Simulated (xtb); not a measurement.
3-chloro-1H-silole (C4H5ClSi), SMILES C1[SiH2]C=CC=1Cl. All values are semi-empirical tight-binding results from xtb (GFN2-xTB unless named), good for trends rather than for accurate numbers. Geometry: GFN2-xTB.

```json
{
  "point_group_as_xtb_finds_it": "Cs",
  "orbital_gap": "2.88 eV",
  "dipole_moment": "1.98 D",
  "zero_point_energy": "44.1 kcal/mol",
  "G − E(el) at 298.15 K (modified RRHO)": "24.9 kcal/mol",
  "static polarisability (D4 model)": "84.3 bohr³",
  "solvation energy, GFN2-xTB/ALPB(water)": "-1.2 kcal/mol",
  "solvation energy, GFN2-xTB/ALPB(acetone)": "-5.0 kcal/mol"
}
```
